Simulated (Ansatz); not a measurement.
Basis sets compared for cis-NiBr2(PH3)2 (NiP₂H₆Br₂). The state is a singlet with charge 0. Geometry r2SCAN-D4/def2-SVP. Ansatz on 4 threads of Arm Neoverse N1 on a shared host; times are rough, and most runs start from earlier orbitals.

```tsv
atom	x (Å)	y (Å)	z (Å)
Br1	2.9871	-0.2630	-0.5549
Br2	1.4746	2.5698	0.7223
Ni3	0.8530	0.4406	0.0330
P4	-1.0801	1.1298	0.5756
P5	0.3324	-1.5167	-0.6030
H6	-2.2217	0.2752	0.4361
H7	-1.5852	2.2676	-0.1017
H8	-1.2836	1.5365	1.9177
H9	0.9317	-2.6086	0.0728
H10	0.6217	-1.8731	-1.9437
H11	-1.0299	-1.9580	-0.5543
```

The restricted singlet is unstable towards broken spin symmetry in Hartree–Fock (as tested in another run); at PBE-D4/def2-SVP, PBE0-D4/def2-SVP, PBE0-D4/def2-TZVP this wasn't settled. No other spin state of charge 0 was run. Another isomer (singlet) lies 0.30 eV lower at PBE0-D4/def2-TZVP; other spin states weren't run for this one.

Binding counts from free atoms (Br doublet, Ni triplet, P quartet, H doublet) in the same basis, without a counterpoise term.

| level | functions | energy (Eh) | HOMO (eV) | LUMO (eV) | binding per atom (eV) | wall time |
| --- | --- | --- | --- | --- | --- | --- |
| PBE-D4/def2-SVP | 161 | -7340.6956 | -5.13 | -3.32 | 2.78 | 4.7 s |
| PBE0-D4/def2-SVP | 161 | -7340.9151 | -6.52 | -2.20 | 2.63 | 7.5 s |

Question: Estimate the rows for PBE-D4/def2-TZVP (with forces), PBE0-D4/def2-TZVP.

Answer: 
```
                         level  functions  energy (Eh)  HOMO (eV)  LUMO (eV)  binding per atom (eV)  wall time
PBE-D4/def2-TZVP (with forces)        251   -7341.7994      -5.54      -3.64                   2.76      9.5 s
             PBE0-D4/def2-TZVP        251   -7342.0046      -6.81      -2.57                   2.63       20 s
```
